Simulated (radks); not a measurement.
Pr I, configuration [Xe] 4f3 6s2 (the NIST ground configuration).

All-electron calculation, Dirac Kohn-Sham, PBE, spin-unpolarised, spherical densities, point nucleus; open shells are shared between the two j in proportion to 2j + 1; speed of light set to 171.295 atomic units (1.25 times the physical value, a model run). Program: a radial shooting solver on a logarithmic mesh with Libxc functionals.

Energy parts (eV):
part                      energy
total                 -248186.40
kinetic                259486.66
electron-nucleus      -598645.34
Hartree                 96781.45
exchange-correlation    -5809.17

Orbitals (lengths in bohr, moments of r in powers of bohr):
[
 {"orbital": "1s1/2", "occ.": "2", "eigenvalue (eV)": "-40979.76", "<r>": "0.02470", "<r^2>": "0.0008245"},
 {"orbital": "2s1/2", "occ.": "2", "eigenvalue (eV)": "-6515.468", "<r>": "0.1053", "<r^2>": "0.01310"},
 {"orbital": "2p1/2", "occ.": "2", "eigenvalue (eV)": "-6161.880", "<r>": "0.08880", "<r^2>": "0.009666"},
 {"orbital": "2p3/2", "occ.": "4", "eigenvalue (eV)": "-5866.644", "<r>": "0.09277", "<r^2>": "0.01047"},
 {"orbital": "3s1/2", "occ.": "2", "eigenvalue (eV)": "-1404.300", "<r>": "0.2777", "<r^2>": "0.08810"},
 {"orbital": "3p1/2", "occ.": "2", "eigenvalue (eV)": "-1252.708", "<r>": "0.2674", "<r^2>": "0.08298"},
 {"orbital": "3p3/2", "occ.": "4", "eigenvalue (eV)": "-1194.405", "<r>": "0.2751", "<r^2>": "0.08769"},
 {"orbital": "3d3/2", "occ.": "4", "eigenvalue (eV)": "-923.3096", "<r>": "0.2463", "<r^2>": "0.07146"},
 {"orbital": "3d5/2", "occ.": "6", "eigenvalue (eV)": "-910.1400", "<r>": "0.2487", "<r^2>": "0.07280"},
 {"orbital": "4s1/2", "occ.": "2", "eigenvalue (eV)": "-277.7223", "<r>": "0.6342", "<r^2>": "0.4538"},
 {"orbital": "4p1/2", "occ.": "2", "eigenvalue (eV)": "-220.9089", "<r>": "0.6526", "<r^2>": "0.4843"},
 {"orbital": "4p3/2", "occ.": "4", "eigenvalue (eV)": "-208.3909", "<r>": "0.6701", "<r^2>": "0.5105"},
 {"orbital": "4d3/2", "occ.": "4", "eigenvalue (eV)": "-112.6995", "<r>": "0.7230", "<r^2>": "0.6066"},
 {"orbital": "4d5/2", "occ.": "6", "eigenvalue (eV)": "-110.3925", "<r>": "0.7293", "<r^2>": "0.6173"},
 {"orbital": "4f5/2", "occ.": "1.28571", "eigenvalue (eV)": "-2.3106", "<r>": "1.149", "<r^2>": "1.876"},
 {"orbital": "4f7/2", "occ.": "1.71429", "eigenvalue (eV)": "-2.0813", "<r>": "1.164", "<r^2>": "1.938"},
 {"orbital": "5s1/2", "occ.": "2", "eigenvalue (eV)": "-37.4494", "<r>": "1.539", "<r^2>": "2.664"},
 {"orbital": "5p1/2", "occ.": "2", "eigenvalue (eV)": "-22.4619", "<r>": "1.742", "<r^2>": "3.446"},
 {"orbital": "5p3/2", "occ.": "4", "eigenvalue (eV)": "-20.7759", "<r>": "1.798", "<r^2>": "3.675"},
 {"orbital": "6s1/2", "occ.": "2", "eigenvalue (eV)": "-3.3801", "<r>": "4.589", "<r^2>": "23.86"}
]

The highest occupied level is 4f7/2 at -2.081 eV. The density falls to 0.001 e/bohr^3 at r = 5.43 bohr.
